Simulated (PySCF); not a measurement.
C₃H₁₁FSi₂, SMILES CC(C)[SiH2][SiH2]F. Coordinates come from a B3LYP-D3(BJ)/def2-SVP optimisation. This is a generated structure with no PubChem entry under its InChIKey; it may be hypothetical. Other conformers were not sampled.

Q: Give the equilibrium geometry at B3LYP-D3(BJ)/def2-SVP (PySCF confirms it by a frequency run) as bond lengths and angles. (An estimate is asked for; the answer gives what the named calculation found.)

A: Several could match; the one computed here: 
Atoms: C1 C2 C3 Si4 Si5 F6 H7 H8 H9 H10 H11 H12 H13 H14 H15 H16 H17. Bonds (Å): C1–C2 1.536, C1–H7 1.103, C1–H8 1.103, C1–H9 1.102, C2–C3 1.537, C2–Si4 1.906, C2–H10 1.106, C3–H11 1.102, C3–H12 1.102, C3–H13 1.103, Si4–Si5 2.355, Si4–H14 1.495, Si4–H15 1.496, Si5–F6 1.645, Si5–H16 1.492, Si5–H17 1.492. Angles (°): C2–C1–H7 110.9, C2–C1–H8 111.1, C2–C1–H9 112.3, H7–C1–H8 107.0, H7–C1–H9 107.6, H8–C1–H9 107.8, C1–C2–C3 111.6, C1–C2–Si4 111.3, C1–C2–H10 108.5, C3–C2–Si4 110.8, C3–C2–H10 108.7, Si4–C2–H10 105.7, C2–C3–H11 110.9, C2–C3–H12 111.9, C2–C3–H13 110.8, H11–C3–H12 107.8, H11–C3–H13 107.7, H12–C3–H13 107.6, C2–Si4–Si5 108.9, C2–Si4–H14 110.7, C2–Si4–H15 111.2, Si5–Si4–H14 110.0, Si5–Si4–H15 107.9, H14–Si4–H15 108.2, Si4–Si5–F6 107.6, Si4–Si5–H16 112.0, Si4–Si5–H17 113.7, F6–Si5–H16 107.1, F6–Si5–H17 107.6, H16–Si5–H17 108.5.
